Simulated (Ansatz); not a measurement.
Isomers of AgGe₅⁺ (singlet), relaxed with PBE-D4/def2-SVP; total energies from Ansatz at RPA@PBE/def2-TZVP.

```
isomer                                                                   description   energy (Eh)
     A           point group C2v; 6 × Ge–Ge 2.45 to 2.57 Å; 4 × Ag–Ge 2.61 to 3.08 Å  -10525.00236
     B  point group not assigned; 6 × Ge–Ge 2.45 to 2.80 Å; 4 × Ag–Ge 2.68 to 3.08 Å  -10524.97931
```

In the def2 sets Ag takes a core potential; there is no spin–orbit coupling. Correlated methods freeze 45 core orbitals; core or outer-core shells of Ag, Ge are correlated, in sets that lack core-valence functions.

The isomers come from a short search, and lower ones may exist.

Problem. Work out the relative energies (1 Eh = 2625.5 kJ/mol) and the Boltzmann populations at 1200 K from electronic energies alone (R = 8.314 J/mol/K).

Solution. ΔE: A 0.0, B 60.5 kJ/mol. RT = 9.98 kJ/mol. Factors exp(−ΔE/RT): A 1, B 0.00233; sum 1.002. Populations: A 99.8 %, B 0.2 %. Zero-point energy, vibrational entropy and symmetry numbers are left out and can shift these; an error of 4 kJ/mol changes a ratio by a factor of 1.5. Over the other density-functional and correlated levels in def2 sets, the gap between A and B ranges from 50 to 117 kJ/mol.
